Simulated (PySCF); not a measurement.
BCl2H3OSi, SMILES B(Cl)(O[SiH3])Cl. Atoms are numbered in the order given.

```xyz
8

B     -0.0950     0.4954     0.0000
Cl    -0.9115     2.0570     0.0000
Cl     1.6842     0.4503     0.0000
O     -0.8058    -0.6336     0.0000
Si    -0.3827    -2.2753     0.0000
H      0.4036    -2.5793     1.2234
H      0.4036    -2.5793    -1.2234
H     -1.6644    -3.0206     0.0000
```
Charge 0, spin multiplicity 1.

Coordinates come from a B3LYP-D3(BJ)/def2-SVP optimisation. This is a generated structure with no PubChem entry under its InChIKey; it may be hypothetical. One conformer was computed; it need not be the lowest.

Level of theory: PySCF 2.14.0 with B3LYP-D3(BJ)/def2-SVP.

Frequencies are harmonic and unscaled.

### Question
List the normal modes with their intensities. (The exact figures need the calculation; the answer reports its results.)

### Answer

```
mode  ν (cm⁻¹)  IR (km/mol)  Raman (Å⁴/amu)  depolarisation  moving atoms (share of kinetic energy)
----  --------  -----------  --------------  --------------  --------------------------------------
1           80          0.1             0.1            0.75                          H 70 %, O 15 %
2           98          2.0             0.5            0.73        Cl 41 %, Si 35 %, O 11 %, H 11 %
3          104          0.5             0.9            0.75                          O 46 %, H 39 %
4          247          3.4             2.1            0.74                 Cl 70 %, Si 15 %, O 8 %
5          345          2.8             3.6            0.46                Cl 56 %, O 21 %, Si 16 %
6          504         28.4             6.4            0.12                         Cl 50 %, O 32 %
7          525         11.0             0.3            0.75                           B 84 %, O 8 %
8          721         54.3            13.9            0.75                   H 82 %, O 9 %, Si 8 %
9          732         33.2             9.3            0.59                   H 80 %, O 9 %, Si 8 %
10         833         35.9             4.2            0.51                 O 46 %, Si 22 %, B 22 %
11         944         61.5            11.5            0.75                          H 61 %, B 31 %
12         957         75.5            23.1            0.75                                  H 96 %
13         963        310.2             9.4            0.68                          B 48 %, H 41 %
14         972        527.2            14.0            0.73                          H 82 %, Si 9 %
15        1411        756.5             2.7            0.04                          B 58 %, O 40 %
16        2254         50.7           186.3            0.05                                  H 98 %
17        2261        111.4            62.4            0.75                                  H 96 %
18        2276        106.2           121.8            0.34                                  H 96 %
```
